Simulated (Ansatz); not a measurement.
Z-matrix (Å, degrees):
```
C
Al 1 1.961
H 1 1.092 2 114.0
H 1 1.097 2 109.2 3 119.6
H 1 1.095 2 111.4 3 -123.0
C 2 1.962 1 117.9 3 158.8
In 2 2.675 1 121.0 3 -21.3
H 6 1.097 2 109.2 1 -79.8
H 6 1.092 2 114.2 1 160.5
H 6 1.095 2 111.3 1 37.5
H 7 1.743 2 124.2 1 -89.0
H 7 1.743 2 124.2 1 91.1
```

Charge 0, multiplicity 1. In takes the def2 core potential.

(1) List the CAM-B3LYP/def2-TZVPP orbital energies in eV (Ansatz 0.2.0). (Best estimate.)

## Answers

(1) The calculation gave: Occupied: -1526.07, -277.94, -277.94, -128.78, -114.12, -85.53, -85.19, -85.18, -74.87, -74.66, -74.62, -22.45, -22.26, -22.26, -22.20, -22.05, -20.77, -20.46, -13.25, -12.70, -12.60, -12.38, -12.38, -11.64, -9.26, -8.99, -7.62. Lowest empty: -1.08, -0.37, 0.99, 1.57, 2.17, 2.25, 2.44, 2.66.
